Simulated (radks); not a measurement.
Q: These are the eigenvalues of the occupied orbitals of an atom or ion with whole-number occupations (hartree). Method: scalar-relativistic Kohn-Sham, LB94 model potential, spin-polarised, spherical densities, finite nucleus; Fermi nuclear charge, rms radius of each element as measured or else 0.836 A^(1/3) + 0.57 fm; computed with a radial shooting solver on a logarithmic mesh with Libxc functionals.

orbital  eigenvalue
1s up      -4.89726
1s down    -4.89037
2s up      -0.65929

Which element is it, and in what charge state? The configuration may be excited. Open shells, if any, are filled with parallel spins first.

A: Z = 4, beryllium, charge +1: Be+ in [He] 2s1. The list shows which subshells hold electrons but not how many an open one holds; the 1s level, -4.8973 hartree, gives Z - s = 3.1 by -(Z - s)^2/2, which with screening and relativity narrows Z to a few neighbours, and the depths of the outer levels then fix element, charge and occupations together.
